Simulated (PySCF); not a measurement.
Zn(OH) (HOZn), SMILES [OH][Zn] (connectivity only; charge and spin as stated), neutral, multiplicity 2.

The structure is a stationary point at B3LYP-D3(BJ)/def2-TZVP. The multiplicity is an assumed one; other spin states were not compared. The isomer is the one that the SMILES or the coordinates give; other isomers of the formula were not compared.

Level of theory: PySCF 2.14.0 with B3LYP-D3(BJ)/def2-TZVP.

Frequencies are harmonic and unscaled.

Computed vibrational spectrum:
```
mode  ν (cm⁻¹)  IR (km/mol)  moving atoms (share of kinetic energy)
----  --------  -----------  --------------------------------------
1          549         53.5                         O 79 %, Zn 20 %
2          722         45.0                                  H 94 %
3         3797         37.1                                  H 94 %
```
